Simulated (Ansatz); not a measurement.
Input file for CH4BF2N:

```yaml
crystal:
  periodic: [false, false, false]
  atoms:
    - {symbol: B, position_ang: [-0.009858, 1.106140, -0.450973]}
    - {symbol: C, position_ang: [0.398259, -0.379334, -0.079436]}
    - {symbol: N, position_ang: [-0.230787, -1.139273, 0.772592]}
    - {symbol: F, position_ang: [1.350986, -1.019706, -0.704481]}
    - {symbol: F, position_ang: [1.035064, 1.820133, -1.025409]}
    - {symbol: H, position_ang: [-0.517400, 1.600754, 0.545557]}
    - {symbol: H, position_ang: [-0.920647, 0.816302, -1.240434]}
    - {symbol: H, position_ang: [-0.963228, -0.720929, 1.323613]}
    - {symbol: H, position_ang: [-0.054091, -2.130289, 0.841870]}
basis:
  gaussian: {orbitals: def2-TZVPP}
correlation: {method: ccsd_t}
output: {orbitals: {seedname: orbitals}}
```

```sh
$ ansatz run in.yaml --threads 2 --pin off --events-out ev --progress --plain --max-ram 4352MiB
```

The program prints (abridged):

```
Functional definition: HF
1304 factors; integrals over basis functions are off by at most 1.0e-3 eV
mean field evaluation 1: about -8659.7061 eV, gradient 3.9e1 eV
mean field evaluation 2: about -8659.8885 eV, gradient 3.9e1 eV
mean field evaluation 4: about -8662.9807 eV, gradient 4.2e0 eV
mean field evaluation 8: about -8663.0367 eV, gradient 2.6e-1 eV
mean field -8663.03709053 eV, -318.3607410595 hartree, gradient 2.8e-6 eV, S^2 0.000000; 0 other end points of the search recorded, 0 dependent functions left out
5 core orbitals not correlated: weight in the atoms' cores, before any rotation towards them, 1.000 or more for the frozen orbitals, at most 0.000 for the correlated occupied ones
reference -8663.03709053 eV, -318.3607410595 hartree; 15, 15 occupied and 191, 191 virtual orbitals, 1304 factors
second order -26.49128387 eV of doubles, -0.00000000 eV of singles
cycle   1  -26.47639730 eV  change    1.5e-2 eV  update   1.1e-1
cycle   2  -27.05338803 eV  change   -5.8e-1 eV  update   3.3e-2
cycle   3  -27.19906521 eV  change   -1.5e-1 eV  update   1.8e-2
cycle   4  -27.18238392 eV  change    1.7e-2 eV  update   5.2e-3
cycle   5  -27.17663644 eV  change    5.7e-3 eV  update   2.4e-3
cycle   6  -27.17831271 eV  change   -1.7e-3 eV  update   8.7e-4
cycle   7  -27.17813647 eV  change    1.8e-4 eV  update   4.3e-4
cycle   8  -27.17775846 eV  change    3.8e-4 eV  update   1.8e-4
cycle   9  -27.17779872 eV  change   -4.0e-5 eV  update   9.6e-5
cycle  10  -27.17787151 eV  change   -7.3e-5 eV  update   3.5e-5
cycle  11  -27.17782852 eV  change    4.3e-5 eV  update   1.5e-5
cycle  12  -27.17783710 eV  change   -8.6e-6 eV  update   6.5e-6
perturbative correction -0.95485940 eV, -0.0350904358 hartree
Total energy: -8691.16978703 eV, -319.3945985870 hartree
```

Hardware: 2 threads of an Arm Neoverse V1 on a shared host. Wall time 3 min, peak host memory 3.3 GiB.

The correlation energy is -28.133 eV, 3.4 % of it from (T); the T1 diagnostic reads 0.0145.
